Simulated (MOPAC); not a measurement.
MOPAC input (PM3):

```
PM3 PRECISE GNORM=0.05 LET XYZ CHARGE=1 GEO-OK AUX(PRECISION=9) THREADS=1
H9N2Si2

N     1.37973600 1   -0.97654500 1   -0.69456900 1
Si    1.21244200 1    0.20317800 1    0.59596900 1
Si   -1.14313800 1    0.49721100 1    0.53547900 1
N    -1.39709600 1   -0.24174900 1   -1.20644700 1
H     2.09182500 1   -0.77988300 1   -1.38842900 1
H     1.47039400 1   -1.94818100 1   -0.41965000 1
H     1.64719200 1   -0.27230900 1    1.92149300 1
H     1.86459500 1    1.45829000 1    0.18110600 1
H    -1.97066200 1   -0.40014800 1    1.36214100 1
H    -1.73756900 1    1.83983400 1    0.41885900 1
H    -0.49633400 1   -0.72742500 1   -1.41760200 1
H    -2.16319400 1   -0.91194100 1   -1.26559900 1
H    -1.55498400 1    0.46438400 1   -1.92547900 1
```

From the output:

```
                                                       MOPAC v23.2.5 Linux

          FINAL HEAT OF FORMATION =        123.22573 KCAL/MOL =     515.57644 KJ/MOL

          COSMO AREA              =        139.27 SQUARE ANGSTROMS
          COSMO VOLUME            =        135.42 CUBIC ANGSTROMS

          GRADIENT NORM           =          0.04681          =       0.01298 PER ATOM
          IONIZATION POTENTIAL    =         13.251742 EV
          HOMO LUMO ENERGIES (EV) =        -13.252 -5.570
          NO. OF FILLED LEVELS    =         13
          MOLECULAR WEIGHT        =         93.2555         POINT GROUP:  Cs

          MOLECULAR DIMENSIONS (Angstroms)

            Atom       Atom       Distance
            H    12    H     8     5.03627
            H    10    H     6     4.97811
            H     7    H     5     3.32072

          SCF CALCULATIONS        =         50

   ATOM   CHEMICAL          X               Y               Z
  NUMBER   SYMBOL      (ANGSTROMS)     (ANGSTROMS)     (ANGSTROMS)

     1       N          1.30763696  *  -0.85246649  *  -0.82094501  *
     2      Si          1.23407751  *   0.14514208  *   0.67899520  *
     3      Si         -1.16008781  *   0.58645271  *   0.45478128  *
     4       N         -1.36417144  *  -0.39631163  *  -1.12666269  *
     5       H          1.90055756  *  -0.47969610  *  -1.53754544  *
     6       H          1.57434555  *  -1.80661345  *  -0.67097491  *
     7       H          1.50244166  *  -0.60977663  *   1.92762088  *
     8       H          1.99907118  *   1.41414461  *   0.60583162  *
     9       H         -2.06015588  *  -0.02326107  *   1.45734713  *
    10       H         -1.56919794  *   1.97499412  *   0.15215884  *
    11       H         -0.41207999  *  -0.77787800  *  -1.35250560  *
    12       H         -1.99434045  *  -1.17356152  *  -1.04355422  *
    13       H         -1.66807655  *   0.15318140  *  -1.91014264  *

                             CARTESIAN COORDINATES

   1    N        1.307636955    -0.852466487    -0.820945008
   2   Si        1.234077513     0.145142082     0.678995198
   3   Si       -1.160087810     0.586452710     0.454781280
   4    N       -1.364171443    -0.396311631    -1.126662688
   5    H        1.900557563    -0.479696095    -1.537545441
   6    H        1.574345551    -1.806613449    -0.670974906
   7    H        1.502441663    -0.609776633     1.927620880
   8    H        1.999071183     1.414144608     0.605831620
   9    H       -2.060155884    -0.023261072     1.457347133
  10    H       -1.569197938     1.974994121     0.152158841
  11    H       -0.412079987    -0.777878001    -1.352505595
  12    H       -1.994340453    -1.173561519    -1.043554218
  13    H       -1.668076553     0.153181402    -1.910142642

           Empirical Formula: H9 N2 Si2  =    13 atoms

      MOLECULAR POINT GROUP   :   Cs

                  EIGENVALUES
 -36.72746 -32.30773 -22.19267 -21.99760 -20.63009 -20.03803 -19.30307 -17.89140
 -17.28885 -16.35690 -14.92007 -14.73384 -13.25174  -5.57044  -4.95325  -3.36159
  -2.96771  -2.37012  -2.34858  -2.13904  -1.57262  -1.30615  -1.22110   0.12307
   0.93607

              NET ATOMIC CHARGES AND DIPOLE CONTRIBUTIONS

  ATOM NO.   TYPE          CHARGE      No. of ELECS.   s-Pop       p-Pop
    1          N          -0.214397        5.2144     1.43927     3.77513
    2         Si           0.538095        3.4619     0.98204     2.47986
    3         Si           0.505141        3.4949     1.04196     2.45290
    4          N           0.349393        4.6506     1.24604     3.40456
    5          H           0.067086        0.9329     0.93291
    6          H           0.067062        0.9329     0.93294
    7          H          -0.105678        1.1057     1.10568
    8          H          -0.105675        1.1057     1.10568
    9          H          -0.136642        1.1366     1.13664
   10          H          -0.136659        1.1367     1.13666
   11          H           0.094688        0.9053     0.90531
   12          H           0.038792        0.9612     0.96121
   13          H           0.038795        0.9612     0.96120
 DIPOLE           X         Y         Z       TOTAL
 POINT-CHG.    -2.435    -1.047    -2.518     3.656
 HYBRID         0.047    -0.637    -0.958     1.152
 SUM           -2.388    -1.685    -3.477     4.542

          ATOMIC ORBITAL ELECTRON POPULATIONS

     Atom    s        px        py        pz
    1  N   1.43927   1.52748   1.07194   1.17572
    2 Si   0.98204   0.85000   0.84052   0.78935
    3 Si   1.04196   0.97393   0.79388   0.68509
    4  N   1.24604   1.11400   1.10955   1.18101
    5  H   0.93291
    6  H   0.93294
    7  H   1.10568
    8  H   1.10568
    9  H   1.13664
   10  H   1.13666
   11  H   0.90531
   12  H   0.96121
   13  H   0.96120

 **********************
 *                    *
 * JOB ENDED NORMALLY *
 *                    *
 **********************

 == MOPAC DONE ==
```

The dipole moment of an ion depends on the origin.

The geometry given is a B3LYP-D3(BJ)/def2-TZVP minimum.
